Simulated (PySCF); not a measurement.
```xyz
3
charge 0 multiplicity 2, angstrom
Cu    0.6375   -1.1114    0.0000
Cu   -1.4881   -0.1150    0.0000
Cu    0.8506    1.2265    0.0000
```

All numbers come from UB3LYP/[Cu def2-TZVP], no relativity, density fitting, PySCF.

This geometry of Cu₃ is a stationary point at this level.

Q: What is the point group?

A: C2v.

Q: Is it a minimum?

A: Yes: all harmonic wavenumbers are real.

Q: What are the dipole moment and the gap between the highest occupied and lowest empty levels of either spin?

A: 0.71 D and 1.26 eV.

Q: Give the ideal-gas entropy at 298.15 K and 1 bar by parts.

A: translation 174.2, rotation 111.0, vibration 34.8, spin 5.8; total 325.8 J/(mol K).

Q: What is the atomisation energy, with and without zero-point energy?

A: 258 kJ/mol without, 255 kJ/mol with.

Other isomers or separated fragments may lie lower. Open d and f shells are described by one determinant, and the ground state may have another occupation or spin.
